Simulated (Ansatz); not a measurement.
Reaction (cleavage of the Si–B bond): `[SiH3]B1B[SiH2]1` + `O[Si]1(Cl)CO1` → `[SiH3]O[Si]1(Cl)CO1` + `B1B[SiH2]1`

Program: Ansatz. Geometries: PBE0-D4/def2-TZVP. ΔE: electronic, gas phase. CCSD(T)/CBS adds triple-zeta CCSD(T) − MP2 to the extrapolated MP2 energy (def2 sets, frozen cores). DFT in def2-TZVPP. B3LYP here is the variant with VWN-RPA as its local correlation; programs differ in this. One conformer a species, not always the lowest.

`[SiH3]B1B[SiH2]1`:

Z-matrix (Å, degrees):
```
Si
B 1 1.975
H 1 1.488 2 110.3
H 1 1.488 2 110.3 3 119.6
H 1 1.489 2 112.0 3 -120.2
B 2 1.494 1 167.7 3 -58.7
Si 2 1.918 1 115.1 3 120.8
H 6 1.180 2 171.7 1 179.9
H 7 1.485 2 134.5 1 179.9
H 7 1.485 2 117.0 1 0.0
```

`O[Si]1(Cl)CO1`:

```xyz
8

O    -0.247   -1.887   -0.289
Si    0.268   -0.359   -0.453
Cl    1.166   -0.264   -2.256
C    -0.339    1.094    0.393
O     0.949    0.408    0.815
H    -0.545   -2.149    0.585
H    -1.091    1.056    1.179
H    -0.159    2.102    0.026
```

`[SiH3]O[Si]1(Cl)CO1`:

```xyz
11

Si    1.913    0.845   -0.945
O     0.685    0.179   -0.071
Si   -0.880   -0.032    0.187
Cl   -1.934    0.931   -1.252
C    -1.577   -1.355    1.161
O    -1.452    0.057    1.708
H     1.368    1.842   -1.899
H     2.603   -0.241   -1.681
H     2.847    1.496    0.001
H    -0.958   -2.056    1.715
H    -2.615   -1.666    1.076
```

`B1B[SiH2]1`:

```xyz
7

B    -0.131   -0.450    1.219
B     1.167   -0.189    0.560
Si   -0.390    0.240   -0.666
H    -1.200   -0.644    1.677
H     2.159    0.052   -0.032
H    -1.862    0.271   -0.846
H     0.257    0.720   -1.912
```

| level | ΔE (kJ/mol) | difference from CCSD(T)/CBS |
| --- | --- | --- |
| B3LYP-D4 | -85.0 | -3.6 |
| B2PLYP | -84.4 | -3.0 |
| PBE0 | -68.0 | 13.4 |
| B3LYP | -84.9 | -3.5 |
| CCSD(T)/def2-TZVPP | -78.6 | 2.8 |
| HF/def2-QZVPP | -107.4 | -26.0 |
| MP2/def2-QZVPP | -81.8 | -0.4 |
| SCS-MP2/def2-QZVPP | -87.7 | -6.3 |
| HF/CBS(def2) | -107.8 | -26.4 |
| MP2/CBS(def2) | -82.0 | -0.6 |
| CCSD(T)/CBS | -81.4 | 0 |

Largest T1 diagnostic among the species: 0.015.

From PBE to PBE0 (25 % exact exchange), in def2-TZVPP and without D4, ΔE moves by −6.2 kJ/mol. In def2-TZVPP, CCSD(T) changes the Hartree–Fock value by +25.9 kJ/mol (the triples alone add +4.6 kJ/mol) and MP2 by +25.4 kJ/mol.
